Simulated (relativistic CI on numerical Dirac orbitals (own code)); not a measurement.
## One change at a time: Yb³³⁺

Base calculation: Dirac-Coulomb-Breit CI, orbitals from a KLI potential per configuration, a model potential for QED, unscaled Slater integrals.

Configurations in the expansion (outside the closed core [Ar] 3d10): 4s²4p⁶4d, 4s²4p⁶4f, 4s²4p⁵4d², 4s4p⁶4d², 4s²4p⁵4d4f, 4s4p⁶4d4f, 4s²4p⁶5s, 4s²4p⁶5p, 4s²4p⁶5d, 4p⁶4d³, 4p⁵4d⁴, 4p⁵4d³4f, 4s4p⁶4f², 4s4p⁵4f³, 4p⁶4f³. Double excitations out of closed p, d and f shells are left out; levels of such configurations are missing from the list, as are those of other unlisted configurations, and high levels can miss mixing partners.

The lowest level and the first level of each name with at least 55 % of one term (blank where a level has no safe partner in the second run):

| Level | Base (cm⁻¹) | Shift (cm⁻¹) |
| --- | --- | --- |
| 4s²4p⁶4d ²D3/2 | 0 | 0 |
| 4s²4p⁶4d ²D5/2 | 112779 | -291 |
| 4s²4p⁵4d² ⁴D°1/2 | 1109274 | +1220 |
| 4s²4p⁵4d² ⁴G°9/2 | 1227925 | +976 |
| 4s²4p⁵4d² ²P°1/2 | 1401689 | +698 |
| 4s²4p⁵4d² ²P°3/2 | 1484845 | +693 |
| 4s²4p⁶4f ²F°7/2 | 1585776 | +76 |
| 4s4p⁶4d² ⁴F3/2 | 2398278 | +6509 |
| 4s4p⁶4d² ⁴F5/2 | 2435028 | +6464 |
| 4s4p⁶4d² ⁴P1/2 | 2473404 | +6305 |
| 4s4p⁶4d² ⁴F7/2 | 2510378 | +6160 |
| 4s4p⁶4d² ⁴P3/2 | 2532750 | +6042 |
| 4s²4p⁵4d4f ⁴G5/2 | 2545127 | +2313 |

At this charge energies of transitions that change n are usually good to better than 1 %, and those within a shell (Δn = 0) to a few per cent.

Task: One thing was changed in a second run, which moved the levels as shown. Which?
A. P86 correlation estimate
B. Breit term removed
C. QED terms removed
D. one mean potential for all configurations
E. configuration mixing switched off

Result: C. QED terms removed. QED shifts follow the density of s (and p1/2) electrons at the nucleus, so configurations move by their count of such electrons; where none moves, the smaller shifts of p3/2 electrons and of j = l + 1/2 against j = l − 1/2 set the pattern.

LS names give the leading component of a level, which can be under half, so a name can repeat, a term be missing and a line seem to break the LS rules.
